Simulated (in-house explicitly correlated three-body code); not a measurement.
Computed with an exponentially correlated three-body code. Model: two electrons around a point charge, non-relativistic, variational in 260 exponentially correlated functions (energies converged to about 1e-7 hartree, or 1e-8 relative for large Z).

For this charge the correlation energy is taken as exact minus Hartree-Fock, from which it differs by microhartrees, and the kinetic parts follow from it.

For two electrons in a singlet the Kohn-Sham orbital is the square root of half the density, so the exact Kohn-Sham potential and energy parts follow from the density alone, and exchange is minus half the Hartree energy. The Kohn-Sham level equals minus the binding energy of the second electron.

Command:
```bash
python run_hyl.py task.json out
```
Settings (lengths in bohr, energies in hartree):
```
Z                      9.9
interaction_strength   1
functions              260
states_tried           13
```

Run time, properties included: 17 s on 1 thread of AMD EPYC 9R45 96-Core Processor (Zen 5), on a shared host.

**Converged states only, values per electron or pair.**

Given: nuclear charge 9.9.

```csv
term,mean r (bohr),mean r squared (bohr²),mean inverse r (1/bohr),mean r12 (bohr),mean inverse r12 (1/bohr),mean cosine,mean p1 dot p2 (bohr⁻²),delta r1 (bohr⁻³),delta r12 (bohr⁻³)
1 1S,0.15751,0.033245,9.5875,0.23192,5.8748,-0.013418,1.2038,288.59,31.59
2 3S,0.39692,0.25565,6.0935,0.66767,1.764,-0.0045294,0.091981,170.53,-
2 3P,0.35054,0.1967,6.0745,0.58525,2.0832,-0.072733,-6.259,153.28,-
2 1S,?,?,?,?,?,?,?,?,?
2 1P,0.35876,0.20748,6.0577,0.57881,2.2668,0.052873,6.0367,154.69,1.514
3 3S,0.81019,1.2401,5.4531,1.4795,0.86247,-0.0015182,0.027095,159.08,-
3 3P,0.76899,1.1227,5.4478,1.3994,0.94766,-0.017467,-1.4551,154.14,-
3 1S,0.82527,1.2918,5.4474,1.5079,0.94339,-0.0022545,0.033541,158.89,1.6134
3 1P,0.78064,1.1603,5.4433,1.4177,1.0008,0.012694,1.5013,154.46,0.4891
4 3S,1.392,3.9129,5.2317,2.6384,0.50444,-0.00066108,0.011367,156.37,-
4 3P,1.3559,3.7329,5.2295,2.567,0.53902,-0.0068798,-0.56635,154.31,-
4 1S,?,?,?,?,?,?,?,?,?
4 1P,1.3713,3.8232,5.2277,2.5959,0.56117,0.0049792,0.59686,154.44,0.21152
```

Question: What belongs in the row 2 1S?

Answer: mean r (bohr): 0.40727; mean r squared (bohr²): 0.27172; mean inverse r (1/bohr): 6.0716; mean r12 (bohr): 0.6808; mean inverse r12 (1/bohr): 2.0688; mean cosine: -0.0070389; mean p1 dot p2 (bohr⁻²): 0.10593; delta r1 (bohr⁻³): 169.64; delta r12 (bohr⁻³): 5.5439.

Question: What belongs in the row 4 1S?

Answer: mean r (bohr): 1.4121; mean r squared (bohr²): 4.0338; mean inverse r (1/bohr): 5.2294; mean r12 (bohr): 2.6778; mean inverse r12 (1/bohr): 0.53714; mean cosine: -0.00097249; mean p1 dot p2 (bohr⁻²): 0.014454; delta r1 (bohr⁻³): 156.3; delta r12 (bohr⁻³): 0.67442.

**Exact Kohn-Sham parts of the ground state from its density.**

Computed: total energy -91.9792979 hartree; Kohn-Sham kinetic 91.935 hartree; Hartree energy 11.93 hartree; exchange energy -5.965 hartree; potential part of the DFT correlation energy -0.090217 hartree; exact minus restricted Hartree-Fock -0.045683 hartree; Kohn-Sham level -1169.4 eV; restricted Hartree-Fock level -1169.7 eV; dipole polarisability 0.0010894 bohr³.

Question: What is the C6 of two such species?

Answer: 3.4305e-05 hartree·bohr⁶.

Question: What is the kinetic part of the DFT correlation energy?

Answer: 0.044534 hartree.

**Functionals on the exact density and self-consistent, errors are functional minus exact, hybrids only self-consistent, a dash where a self-consistent run leaves the top level unbound.**

```tsv
result	exchange error (millihartree)	correlation error (millihartree)	functional driven error (millihartree)	density driven error (millihartree)	self consistent total error (millihartree)	top level plus exact binding (eV)
HSE06	-	-	-	-	77.89	44.634
revTPSS	-3.0681	-5.209	-8.277	-0.24811	-8.5252	53.858
LDA PW92	845.13	-155.77	689.36	-2.659	686.7	65.36
OLYP	30.981	-4.531	26.45	-1.3047	25.145	58.419
SCAN	-4.0374	1.6543	-2.3831	-0.31478	-2.6979	52.607
TPSS	-3.6197	-3.1506	-6.7702	-0.37033	-7.1406	54.715
AM05	?	?	?	?	?	?
PBE0	-	-	-	-	84.684	44.26
BLYP	?	?	?	?	?	?
PW91	99.017	-15.92	83.096	-1.4507	81.646	58.75
PBEsol	371.85	-16.304	355.54	-1.4437	354.1	62.238
BP86	44.688	-37.271	7.4173	-0.9927	6.4246	58.437
LDA VWN5	845.13	-156.76	688.38	-2.6586	685.72	65.347
RPBE	16.369	-2.2319	14.137	-1.4795	12.657	58.662
r2SCAN0	-	-	-	-	-1.5421	39.233
PBE	116.88	-2.2319	114.65	-1.4173	113.23	59.386
wB97X	-	-	-	-	-167.2	44.727
B3LYP VWN-RPA	-	-	-	-	57.185	46.707
M06-L	-67.16	-15.087	-82.247	-2.35	-84.597	52.015
r2SCAN	-4.0374	1.6543	-2.3831	-0.31478	-2.6979	52.607
```

Question: What belongs in the row AM05?

Answer: exchange error (millihartree): 653.63; correlation error (millihartree): -129.95; functional driven error (millihartree): 523.68; density driven error (millihartree): -1.7919; self consistent total error (millihartree): 521.89; top level plus exact binding (eV): 64.401.

Question: What belongs in the row BLYP?

Answer: exchange error (millihartree): 44.688; correlation error (millihartree): -4.531; functional driven error (millihartree): 40.157; density driven error (millihartree): -1.4185; self consistent total error (millihartree): 38.739; top level plus exact binding (eV): 58.423.

**Density and exact potentials over r, pair density (one pair, times 4 pi r12^2) and exact minus Kohn-Sham pair density over r12.**

```csv
radius (bohr),radial density (electrons/bohr),exchange potential (hartree),intracule density (1/bohr),Coulomb hole against Kohn-Sham (1/bohr),correlation potential (hartree)
0.0427,5.7043,-8.8516,0.67454,-0.04658,-0.014
0.0494,6.6969,-8.6598,0.87701,-0.05604,-0.007
0.0573,7.7222,-8.4232,1.1344,-0.06596,-0.001
0.0664,8.6852,-8.1422,1.4465,-0.0751,0.006
0.0769,9.4989,-7.8133,1.8136,-0.08202,0.012
0.0891,10.067,-7.4331,2.2301,-0.08488,0.017
0.103,10.284,-7.0107,2.6675,-0.08172,0.02
0.12,10.061,-6.5189,3.1182,-0.07019,0.021
0.139,9.3737,-6.0091,3.4861,-0.05071,0.02
0.161,8.2558,-5.4754,3.7212,-0.02467,0.017
0.186,?,?,?,?,?
0.216,5.2175,-4.3952,3.5476,0.02851,0.009
0.25,?,?,?,?,?
0.29,2.3206,-3.3949,2.4516,0.04628,0.003
0.336,1.3098,-2.9545,1.7382,0.03779,0.002
0.389,0.64841,-2.5629,1.0836,0.02405,0.001
0.451,0.27245,-2.2149,0.57604,0.01129,0.001
```

Question: What belongs in the row 0.186?

Answer: radial density (electrons/bohr): 6.8414; exchange potential (hartree): -4.9418; intracule density (1/bohr): 3.7582; Coulomb hole against Kohn-Sham (1/bohr): 0.003258; correlation potential (hartree): 0.013.

Question: What belongs in the row 0.25?

Answer: radial density (electrons/bohr): 3.6708; exchange potential (hartree): -3.8819; intracule density (1/bohr): 3.0966; Coulomb hole against Kohn-Sham (1/bohr): 0.04367; correlation potential (hartree): 0.006.

The density-driven part is never positive, since each functional's own density lowers its energy. Here it is small beside the functional-driven part (median ratio 0.03), the normal case.
